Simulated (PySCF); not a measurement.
Ligand exchange on a metal centre used in film growth or etching (Mo OH-NH2). All species are isolated molecules in the gas phase. One relaxed conformer stands for each flexible species; it need not be the lowest.

Method: TPSSh-D3(BJ)/def2-TZVP // TPSS-D3(BJ)/def2-SVP in PySCF. 

```tsv
species	HOMO (eV)	mean distance from the central atom to its bonded neighbours (Å)	HOMO–LUMO gap (eV)	coordination number
0 of 6 OH replaced by NH2 ([Mo(OH)6])	-7.90	1.924	3.92	6
1 of 6 OH replaced by NH2	-7.03	1.939	(withheld)	(withheld)
5 of 6 OH replaced by NH2 ([Mo(OH)(NH2)5])	-5.61	(withheld)	3.16	6
6 of 6 OH replaced by NH2 ([Mo(NH2)6])	-5.62	2.005	3.59	(withheld)
```

**Question.** What belongs in the gaps?

**Answer.** 
- 1 of 6 OH replaced by NH2, HOMO–LUMO gap (eV): 3.44
- 1 of 6 OH replaced by NH2, coordination number: 6
- 5 of 6 OH replaced by NH2 ([Mo(OH)(NH2)5]), mean distance from the central atom to its bonded neighbours (Å): 1.990
- 6 of 6 OH replaced by NH2 ([Mo(NH2)6]), coordination number: 6
